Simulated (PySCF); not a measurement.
Worked example: oscillator strength and radiative lifetime

C₄H₇FSi, SMILES C=C/C=C(\F)[SiH3].

Geometry optimised at ωB97X-D3(BJ)/def2-SVP. The structure was generated by enumeration; whether it is a known compound was not checked. The values are those of a single conformer.

TDDFT-LC-ωPBE/def2-SVPD (PySCF 2.14.0) puts the first singlet state with f over 0.02 at 5.74 eV (vertical), with the transition dipole (0.482, -2.430, 0.000) in atomic units.

Problem. Find the oscillator strength, the wavelength and the radiative lifetime that this transition would have in vacuum if emission retraced absorption.

Solution. 
|μ|² = 6.1372 au, so |μ| = 6.30 D. ΔE = 5.74/27.211 = 0.2109 hartree. f = (2/3) ΔE |μ|² = 0.863 (the program prints 0.864).
λ = 1239.84/5.74 = 216 nm; ν = 46296 cm⁻¹.
Einstein's coefficient A = 0.6670 ν² f s⁻¹ (ν in cm⁻¹) = 1.2e9 s⁻¹, so τ = 1/A = 0.81 ns. This state is S1. The figure is the radiative limit of this one transition; relaxation, internal conversion, crossing to triplets and a medium change what is measured.
